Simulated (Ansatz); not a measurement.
A nudged elastic band was laid between two geometries of CH9BOSi2 (14 atoms, charge 0, multiplicity 1).

Method: Ansatz 0.2.0, RKS BLYP-D4/6-31G.

```json
{
 "movable images": "7",
 "climbing image": "yes",
 "spring": "5.0 eV/Å²",
 "optimiser": "quadratic models (default)",
 "start path": "through a guess of the saddle point",
 "force threshold": "0.03 eV/Å",
 "iteration limit": "33",
 "end points": "relaxed"
}
```

Initial state:

```xyz
14
Properties=species:S:1:pos:R:3
B -2.145 0.265 0.497
O -0.950 0.294 1.180
C 0.416 0.287 0.547
Si 0.546 1.183 -1.191
Si 1.022 -1.568 0.547
H -3.130 0.238 1.177
H -2.179 0.272 -0.706
H 1.044 0.858 1.252
H -0.258 2.459 -1.177
H 2.010 1.510 -1.383
H 0.092 0.307 -2.331
H 1.041 -2.106 1.955
H 2.411 -1.649 -0.046
H 0.067 -2.379 -0.293
```

Final state:

```xyz
14
Properties=species:S:1:pos:R:3
B -2.064 0.335 0.743
O -0.793 0.379 1.269
C 0.483 0.310 0.473
Si 0.406 1.099 -1.318
Si 1.064 -1.553 0.509
H -2.957 0.367 1.539
H -2.248 0.276 -0.445
H 1.201 0.909 1.060
H -0.370 2.393 -1.281
H 1.839 1.381 -1.711
H -0.202 0.171 -2.338
H -0.001 -2.396 -0.147
H 1.265 -2.006 1.933
H 2.362 -1.695 -0.255
```

Question: What changes between the two ends?

Answer: No bond is made or broken. The dihedral Si4–C3–Si5–H13 goes from 52 to 173°. The two ends are copies of one structure, up to a mirror image or an exchange of like atoms.

Question: Give the energies along the band, and the barrier.

Answer: The forces met the threshold. The highest image is number 4 of 0 to 8, 0.076 eV above the ends, which have the same energy within 2 meV. A vibrational analysis at the climbing image gives one clearly imaginary mode, 122i cm⁻¹: a first-order saddle point. Limits of this set-up: no polarisation functions.

| image | path coordinate (Å) | energy (eV) | dihedral Si4–C3–Si5–H13 (°) |
| --- | --- | --- | --- |
| 0 | 0.00 | 0.000 | 52 |
| 1 | 0.67 | 0.010 | 64 |
| 2 | 1.35 | 0.034 | 80 |
| 3 | 2.02 | 0.063 | 97 |
| 4 | 2.70 | 0.076 | 114 |
| 5 | 3.27 | 0.065 | 128 |
| 6 | 3.85 | 0.039 | 143 |
| 7 | 4.43 | 0.012 | 158 |
| 8 | 5.00 | 0.000 | 173 |

Question: What is the geometry of the highest image?

Answer: 
```xyz
14
Properties=species:S:1:pos:R:3
B -2.159 0.345 0.638
O -0.918 0.240 1.219
C 0.402 0.277 0.505
Si 0.411 1.090 -1.279
Si 1.154 -1.539 0.536
H -3.091 0.265 1.386
H -2.287 0.510 -0.547
H 1.038 0.910 1.147
H -0.251 2.446 -1.262
H 1.876 1.252 -1.620
H -0.234 0.215 -2.321
H 0.148 -2.469 1.162
H 2.439 -1.559 1.332
H 1.458 -2.011 -0.868
```

Question: What are the harmonic wavenumbers there?

Answer: 122i, 53, 173, 196, 219, 253, 374, 435, 475, 533, 545, 602, 718, 770, 808, 845, 874, 895, 900, 906, 909, 984, 1013, 1112, 1164, 1257, 1345, 2096, 2104, 2119, 2128, 2146, 2149, 2540, 2651, 3006 cm⁻¹.

Time of the run: 10 min on 1 thread of Arm Neoverse V2, on a shared host, peak memory 0.13 GiB.
